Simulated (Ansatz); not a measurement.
The cluster Ni2O2⁻. The state is a doublet with charge -1. Geometry relaxed at PBE0-D4/def2-SVPD.

```xyz
4

Ni   -0.432   -0.807   -0.571
Ni    0.476    0.889    0.629
O    -0.714    0.910   -0.848
O     0.670   -0.992    0.790
```

The charge -1 doublet is spin-contaminated (final ⟨S²⟩ up to 1.82, 0.75 for a pure state). The relaxation made no stability test and no search for a lower SCF solution. The geometry of the doublet was relaxed on an unsound state (⟨S²⟩ 1.96, where a pure state has 0.75). Another isomer (doublet) lies 0.04 eV lower at PBE0-D4/def2-TZVPD.

Q: Estimate the harmonic wavenumbers at UKS PBE0-D4/def2-SVPD (Ansatz, unscaled). Is this a minimum?

A: 204, 254, 368, 384, 650, 664 cm⁻¹. Yes, no mode is imaginary beyond noise. Zero-point energy 15.1 kJ/mol. Run time 92 s (4 threads of Arm Neoverse V2 on a shared host).
